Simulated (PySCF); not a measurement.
# N(3+) (nitrogen, charge +3): UHF calculation

Configuration: [He] 2s2, closed-shell 1S. All numbers are calculated (PySCF 2.14, scalar relativity by spin-free X2C-1e, in aug-cc-pCVQZ-DK).

```
Total energy                        : -51.111808 hartree
One-electron energy                 : -60.4298 hartree
Hartree (Coulomb) energy            : 14.4596 hartree
Exchange energy                     : -5.1417 hartree
⟨S²⟩                                : 0.0000
⟨L²⟩                                : 0.000
Sum of ⟨r⟩                          : 2.677 bohr
Sum of ⟨r²⟩                         : 3.039 bohr²
Langevin diamagnetic susceptibility : -2.41 ×10⁻⁶ cm³/mol
```

```
shell  electrons  mean orbital energy (eV)  rms radius, mean of both spins (bohr)
   1s          2                   -493.30                                  0.263
   2s          2                   -75.332                                   1.20
```
